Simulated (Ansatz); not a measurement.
C₃H₄F₂Si (`C#C[Si](C)(F)F`), charge 0, multiplicity 1.

Question: Give a relaxed structure at PBE0-D4/def2-TZVP (the Gaussian-basis code of Ansatz). (Best estimate.)

Answer: Computed: 
```xyz
10

C    -2.530    0.614   -0.350
C    -1.485    0.035   -0.191
Si    0.125   -0.767    0.049
C     1.519    0.420    0.176
F     0.363   -1.766   -1.161
F     0.041   -1.658    1.359
H    -3.459    1.118   -0.490
H     2.463   -0.110    0.319
H     1.593    1.020   -0.733
H     1.369    1.095    1.021
```
Point group Cs.
This is one stationary point; other conformers may exist.
